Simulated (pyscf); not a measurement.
Structures and frequencies: ωB97X-D3(BJ)/def2-SVP in PySCF. MP2 and CC: frozen core, UHF for open shells. ΔMP2 is the change of the MP2 total energy from the triple- to the quadruple-zeta basis. Singlets are restricted, triplets unrestricted.

Singlet (Å):
```xyz
3

F      0.8705    -0.1328    -1.1839
Ge     1.5414     0.5453     0.2904
H      0.6818    -0.3850     1.2743
```

Triplet (Å):
```xyz
3

F      1.0070     2.0423     0.2850
Ge     1.0347     0.5104    -0.5648
H      0.0579    -0.5463     0.0392
```

Problem. For these two minima of F–GeH:, which spin state lies lower at CCSD(T)/def2-TZVPP + ΔMP2(QZVPP), and by how much (electronic energies)?

Solution. The singlet, by 1.98 eV. Zero-point energy shifts E(triplet) − E(singlet) by -0.01 eV. 

E(triplet) − E(singlet) by level (eV):

```json
[
 {"level": "ωB97X-D3(BJ)/def2-TZVP", "gap": "+2.03"},
 {"level": "PBE/def2-TZVP", "gap": "+1.86"},
 {"level": "r²SCAN/def2-TZVP", "gap": "+1.66"},
 {"level": "B3LYP-D3(BJ)/def2-TZVP", "gap": "+2.00"},
 {"level": "PBE0-D3(BJ)/def2-TZVP", "gap": "+1.78"},
 {"level": "M06-2X/def2-TZVP", "gap": "+1.74"},
 {"level": "ωB97M-D3(BJ)/def2-TZVP", "gap": "+2.01"},
 {"level": "HF/def2-TZVP", "gap": "+1.22"},
 {"level": "MP2/def2-QZVPP", "gap": "+1.90"},
 {"level": "CCSD/def2-TZVPP", "gap": "+1.83"},
 {"level": "CCSD(T)/def2-TZVPP", "gap": "+1.86"},
 {"level": "CCSD(T)/def2-TZVPP + ΔMP2(QZVPP)", "gap": "+1.98"}
]
```

The triplet is the lowest one reached from the SCF start used. The CCSD(T) − MP2 part came from Ansatz, without density fitting, on the same reference. The frozen core leaves the outer d or s,p core shells of the metals and heavy elements correlated in the MP2 and CC values, and def2-TZVPP describes them poorly, which can shift differences by a few kcal/mol. Elements up to Kr have no core potential and no relativistic terms here.
